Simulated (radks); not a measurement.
Results of a calculation; reference values are marked as such.
In+, 48 electrons, occupied as [Kr] 4d10 5s2. Level of theory: scalar-relativistic Kohn-Sham, PBE, spin-polarised, spherical densities, finite nucleus; Fermi nuclear charge, rms radius 4.6156 fm (a radial shooting solver on a logarithmic mesh with Libxc functionals).

Unscreened Slater integrals over Kohn-Sham orbitals (cm^-1). They are taken over the spin-up orbitals.

integral    value
F0(5s,5s)   79771
F0(5s,4d)   98086
G2(5s,4d)   14302
F0(5s,4p)  100920
G1(5s,4p)  6048.3
F0(5s,4s)  101680
G0(5s,4s)  4012.7
F0(4d,4d)  169270
F2(4d,4d)   84077
F4(4d,4d)   54992
F0(4d,4p)  188130
F2(4d,4p)   93174
G1(4d,4p)  117730
G3(4d,4p)   72088
F0(4d,4s)  193920
G2(4d,4s)   87495
F0(4p,4p)  214230
F2(4p,4p)  112250
F0(4p,4s)  222760
G1(4p,4s)  151240
F0(4s,4s)  232530
